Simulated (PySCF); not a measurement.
Compound: CH7ClP2Si.
Bonds: P1–Si2, Si2–P3, Si2–C4, C4–Cl5. Hydrogens: H6, H7 on P1; H8 on Si2; H9, H10 on P3; H11, H12 on C4.

Method: PBE0-D3(BJ)/def2-SVP geometry optimisation, gas phase in PySCF 2.14.0; density fitting, grid level 1; the optimiser is geomeTRIC in internal coordinates, started from a GFN2-xTB structure with every atom displaced at random (about 0.01 Å).

Step 4: E = -40100.7311 eV
```
atom  x, y, z in Å  |  force x, y, z in eV/Å
P1     -1.6109   -0.9886    0.8566    0.063   0.005   0.096
Si2    -0.0875    0.0650   -0.4527   -0.154   0.060  -0.038
P3      0.1638    2.2382    0.1097    0.006  -0.043  -0.036
C4      1.5815   -0.8218   -0.2414    0.033  -0.124   0.011
Cl5     2.6147    0.0122    0.9544    0.015   0.002   0.054
H6     -1.8157   -2.0603   -0.0682   -0.022   0.004  -0.015
H7     -2.7072   -0.2170    0.3649   -0.002  -0.010  -0.039
H8     -0.4837    0.0221   -1.8976    0.036  -0.032   0.004
H9     -1.2390    2.4698   -0.0628    0.006   0.048   0.026
H10     0.0547    1.9814    1.5100   -0.017   0.008  -0.004
H11     2.1305   -0.8723   -1.1913    0.040   0.072  -0.040
H12     1.4405   -1.8547    0.1119   -0.005   0.010  -0.019
```

Step 5: E = -40100.7518 eV
```
atom  x, y, z in Å  |  force x, y, z in eV/Å
P1     -1.6232   -0.9153    0.9090    0.160  -0.002   0.120
Si2    -0.0765    0.0512   -0.4457   -0.335   0.065  -0.080
P3      0.1317    2.2504    0.0376    0.044  -0.094  -0.025
C4      1.5965   -0.8155   -0.2632    0.055  -0.157  -0.050
Cl5     2.4910   -0.1623    1.1363    0.035   0.000   0.079
H6     -1.7995   -2.0520    0.0591   -0.033  -0.003  -0.023
H7     -2.6828   -0.1729    0.3054   -0.026  -0.018  -0.035
H8     -0.5272   -0.0470   -1.8726    0.101  -0.026  -0.014
H9     -1.2899    2.4024   -0.0424    0.022   0.078   0.015
H10     0.1284    2.0174    1.4463   -0.024   0.019   0.002
H11     2.2138   -0.6823   -1.1631    0.027   0.107  -0.003
H12     1.4794   -1.9002   -0.1132   -0.026   0.030   0.015
```

Q: Estimate the geometry and energy of step 6. (The exact step hangs on the optimiser's Hessian estimate; all steps are aligned on step 5, rigid shifts and turns removed.)

A: E = -40100.7694 eV, largest force 0.421 eV/Å
```
atom  x, y, z in Å  |  force x, y, z in eV/Å
P1     -1.6219   -0.8480    0.9696    0.213   0.001   0.066
Si2    -0.0805    0.0407   -0.4464   -0.404   0.051  -0.107
P3      0.1091    2.2619   -0.0497    0.054  -0.111  -0.020
C4      1.5999   -0.8022   -0.2840    0.076  -0.107  -0.080
Cl5     2.3166   -0.4190    1.3049    0.059  -0.008   0.086
H6     -1.7634   -2.0537    0.2123   -0.028  -0.010  -0.014
H7     -2.6622   -0.1746    0.2595   -0.051  -0.021  -0.008
H8     -0.5621   -0.1247   -1.8572    0.116   0.006  -0.027
H9     -1.3168    2.3832   -0.0291    0.022   0.078   0.006
H10     0.2080    2.0669    1.3614   -0.014   0.018   0.012
H11     2.2881   -0.4593   -1.0717    0.005   0.078   0.042
H12     1.5269   -1.8971   -0.3764   -0.047   0.025   0.046
```

The energy changes by -0.0176 eV. The first-order estimate −F·Δx gives -0.0265 eV and the mean of the old and new forces, exact on a quadratic surface, -0.0167 eV. The step makes an angle of 85° with the force vector and moves no atom by more than 0.353 Å.

What follows is the cost of the whole optimisation. Hardware: an Arm Neoverse N1 with one thread, on a shared host. Cost: 1.9 min of wall time, 0.51 GiB resident at most.
